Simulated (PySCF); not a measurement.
# `C=C(CC(=O)[O-])OCC`: 4 charge schemes on one density

Compound: C6H9O3 (charge -1).
Atom-mapped SMILES: `[CH2:1]=[C:2]([CH2:3][C:4](=[O:5])[O-:6])[O:7][CH2:8][CH3:9]` (hydrogens: H10, H11 on C1; H12, H13 on C3; H14, H15 on C8; H16, H17, H18 on C9)

Cartesian coordinates in Å at the GFN2-xTB level; atoms count from 1:
```
atom  x, y, z in Å
C1     1.3239   -2.0744   -0.1852
C2     0.6348   -0.9367   -0.0540
C3     1.1365    0.2127    0.7304
C4     1.8498    1.3261   -0.2207
O5     1.0878    2.1946   -0.6592
O6     3.0596    1.1842   -0.3628
O7    -0.5819   -0.8937   -0.7035
C8    -1.3065    0.3203   -0.7630
C9    -2.3688    0.4016    0.3357
H10    2.2773   -2.2011    0.2901
H11    0.9590   -2.8776   -0.8020
H12    0.3449    0.7217    1.2816
H13    1.9033   -0.1333    1.4232
H14   -1.8036    0.3094   -1.7414
H15   -0.6359    1.1870   -0.7259
H16   -3.0350   -0.4590    0.2824
H17   -2.9514    1.3123    0.2152
H18   -1.9024    0.4122    1.3183
```

Density: PBE0/pcSseg-1 (PySCF); schemes: Mulliken, IAO, Hirshfeld and ESP-fitted. One conformer (not necessarily the lowest) at the GFN2-xTB geometry, without solvent, vibrations or thermal averaging. The pcSseg-1 basis has no diffuse functions, a weakness for an anion.

Question: For which atoms does the sign change between the 4 schemes (beyond +0.03 e in one, beyond −0.03 e in another)?

Answer: C8 and H14. Atomic charges aren't observables, and each scheme defines them in its own way.

Question: Which atoms carry the highest charge in the Mulliken, IAO, Hirshfeld and ESP-fitted schemes?

Answer: All schemes agree: Mulliken C4 (+0.433); IAO C4 (+0.520); Hirshfeld C4 (+0.123); ESP-fitted C4 (+0.900).

Question: Do the Mulliken, IAO, Hirshfeld and ESP-fitted schemes agree on where the charge is lowest?

Answer: The schemes don't all agree: Mulliken O5 (-0.563); IAO O5 (-0.644); Hirshfeld O6 (-0.416); ESP-fitted C1 (-0.853).

Question: What partial charge does each atom carry?

Answer: In e:

```json
{"atom": "C1", "environment": "terminal =CH2 carbon", "Mulliken": "-0.234", "IAO": "-0.453", "Hirshfeld": "-0.204", "ESP-fitted": "-0.853"}
{"atom": "C2", "environment": "vinylic carbon bearing oxygen", "Mulliken": "+0.076", "IAO": "+0.227", "Hirshfeld": "+0.071", "ESP-fitted": "+0.503"}
{"atom": "C3", "environment": "sp3 carbon next to a carbonyl", "Mulliken": "-0.271", "IAO": "-0.383", "Hirshfeld": "-0.120", "ESP-fitted": "-0.537"}
{"atom": "C4", "environment": "carboxylate carbon", "Mulliken": "+0.433", "IAO": "+0.520", "Hirshfeld": "+0.123", "ESP-fitted": "+0.900"}
{"atom": "O5", "environment": "carboxylate oxygen", "Mulliken": "-0.563", "IAO": "-0.644", "Hirshfeld": "-0.393", "ESP-fitted": "-0.783"}
{"atom": "O6", "environment": "carboxylate oxygen", "Mulliken": "-0.543", "IAO": "-0.624", "Hirshfeld": "-0.416", "ESP-fitted": "-0.741"}
{"atom": "O7", "environment": "ether oxygen", "Mulliken": "-0.503", "IAO": "-0.364", "Hirshfeld": "-0.127", "ESP-fitted": "-0.460"}
{"atom": "C8", "environment": "sp3 carbon bound to oxygen", "Mulliken": "+0.004", "IAO": "-0.065", "Hirshfeld": "-0.007", "ESP-fitted": "+0.476"}
{"atom": "C9", "environment": "methyl carbon", "Mulliken": "-0.294", "IAO": "-0.429", "Hirshfeld": "-0.134", "ESP-fitted": "-0.431"}
{"atom": "H10", "environment": "vinylic hydrogen", "Mulliken": "+0.087", "IAO": "+0.137", "Hirshfeld": "+0.022", "ESP-fitted": "+0.247"}
{"atom": "H11", "environment": "vinylic hydrogen", "Mulliken": "+0.070", "IAO": "+0.128", "Hirshfeld": "+0.009", "ESP-fitted": "+0.221"}
{"atom": "H12", "environment": "methylene hydrogen", "Mulliken": "+0.105", "IAO": "+0.123", "Hirshfeld": "+0.018", "ESP-fitted": "+0.117"}
{"atom": "H13", "environment": "methylene hydrogen", "Mulliken": "+0.105", "IAO": "+0.145", "Hirshfeld": "+0.025", "ESP-fitted": "+0.120"}
{"atom": "H14", "environment": "methylene hydrogen", "Mulliken": "+0.082", "IAO": "+0.123", "Hirshfeld": "+0.026", "ESP-fitted": "-0.051"}
{"atom": "H15", "environment": "methylene hydrogen", "Mulliken": "+0.167", "IAO": "+0.170", "Hirshfeld": "+0.020", "ESP-fitted": "+0.016"}
{"atom": "H16", "environment": "methyl hydrogen", "Mulliken": "+0.088", "IAO": "+0.125", "Hirshfeld": "+0.023", "ESP-fitted": "+0.081"}
{"atom": "H17", "environment": "methyl hydrogen", "Mulliken": "+0.086", "IAO": "+0.129", "Hirshfeld": "+0.033", "ESP-fitted": "+0.077"}
{"atom": "H18", "environment": "methyl hydrogen", "Mulliken": "+0.105", "IAO": "+0.135", "Hirshfeld": "+0.032", "ESP-fitted": "+0.097"}
```

Mean size of the charges over all atoms: ESP-fitted 0.373 e, IAO 0.274 e, Mulliken 0.212 e, Hirshfeld 0.100 e. Each set sums to the total charge, -1, to within 0.001 e. The IAO scheme projects the occupied orbitals on a minimal set of polarised atomic orbitals and counts the electrons in each atom's part of it. The Mulliken scheme counts on each atom the diagonal of the density matrix times the overlap matrix over that atom's basis functions.

Question: How many electrons does the ESP-fitted scheme count on O6?

Answer: Z − q = 8 − (-0.741) = 8.741.

Question: Sum the charges by element.

Answer: 
```tsv
element	atoms	Mulliken	IAO	Hirshfeld	ESP-fitted
C	6	-0.286	-0.583	-0.272	+0.059
O	3	-1.609	-1.633	-0.937	-1.985
H	9	+0.895	+1.215	+0.209	+0.926
```

These values come from a run that also computed NMR shieldings. The run took 58 s wall (with the writing of density and orbital grids) on one thread, Intel Xeon (x86_64), shared host, and the process peaked at 0.87 GiB of memory.
